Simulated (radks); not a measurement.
Values are calculated unless marked as measured or tabulated.
Question: Species: Hf+. Configuration: [Xe] 4f14 5d1 6s2. Code: a radial shooting solver on a logarithmic mesh with Libxc functionals. Model: scalar-relativistic Kohn-Sham, LDA (Slater exchange, Perdew-Wang correlation), spin-polarised, spherical densities, finite nucleus; open shells are filled with parallel spins first (spin-orbit coupling, left out, can overturn this in heavy ions); Fermi nuclear charge, rms radius 5.347 fm. Some entries of the table are withheld. Estimate them.

| orbital | occ. | eigenvalue (Ry) | <r> (bohr) |
|---|---|---|---|
| 1s down | 1 | -4793.476 | 0.01900 |
| 1s up | 1 | -4793.476 | 0.01900 |
| 2s up | 1 | -820.4879 | 0.08043 |
| 2s down | 1 | -820.4856 | 0.08043 |
| 2p up | 3 | -721.0088 | 0.07174 |
| 2p down | 3 | -721.0068 | 0.07174 |
| 3s up | 1 | -187.4410 | 0.2089 |
| 3s down | 1 | -187.4403 | 0.2089 |
| 3p up | 3 | -157.7087 | 0.2087 |
| 3p down | 3 | -157.7080 | 0.2087 |
| 3d up | 5 | -122.3950 | 0.1890 |
| 3d down | 5 | -122.3936 | 0.1890 |
| 4s up | 1 | -38.26164 | 0.4686 |
| 4s down | 1 | -38.25992 | 0.4686 |
| 4p up | 3 | -28.49881 | 0.4980 |
| 4p down | 3 | -28.49705 | 0.4980 |
| 4d up | 5 | -15.86607 | 0.5355 |
| 4d down | 5 | -15.86369 | 0.5354 |
| 5s up | 1 | -5.63637 | 1.133 |
| 5s down | 1 | -5.61102 | 1.131 |
| 5p up | 3 | (1) | (2) |
| 5p down | 3 | (3) | (4) |
| 4f up | 7 | -1.94475 | 0.6765 |
| 4f down | 7 | -1.93766 | 0.6744 |
| 6s up | 1 | -0.90220 | 3.075 |
| 6s down | 1 | -0.87132 | 3.115 |
| 5d up | 1 | -0.82405 | 2.152 |
| 5d down | 0 | -0.78200 | 2.173 |

Answer: 
(1) 5p up eigenvalue (Ry): -3.31891
(2) 5p up <r> (bohr): 1.335
(3) 5p down eigenvalue (Ry): -3.28481
(4) 5p down <r> (bohr): 1.332
